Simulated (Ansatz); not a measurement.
Molecule: sum formula AlO₃H₃, charge 0, multiplicity 1. 
Coordinates optimised at B3LYP-D3(BJ)/def2-TZVP (Ansatz, a quantum-chemistry and plane-wave program):
```
Al
O 1 1.6928
H 2 0.9580 1 122.93
O 1 1.6928 2 120.00 3 180.00
H 4 0.9580 1 122.93 2 0.00
O 1 1.6928 2 120.00 3 0.00
H 6 0.9580 1 122.93 2 -180.00
```
Charge 0, spin multiplicity 1.

Basis-set convergence of Hartree-Fock and MP2 correlation energies (hartree) with Ansatz. Valence correlation only, unless marked. No spin-orbit coupling. No relativistic terms.

```csv
basis,functions,E(HF),"E(corr, MP2)"
cc-pV(D+d)Z,80,-468.44551,-0.62798
cc-pV(T+d)Z,171,-468.54606,-0.80640
cc-pV(Q+d)Z,319,-468.56988,-0.87130
cc-pV(5+d)Z,538,-468.57514,-0.89822
```

Extrapolating the two largest sets (X = 4 and 5) as X^-3: E(corr) = (125·(-0.89822) - 64·(-0.87130))/61 = -0.9265 Eh, an estimate of the basis-set limit. The largest set recovers 97.0 % of it, the smallest 67.8 %.
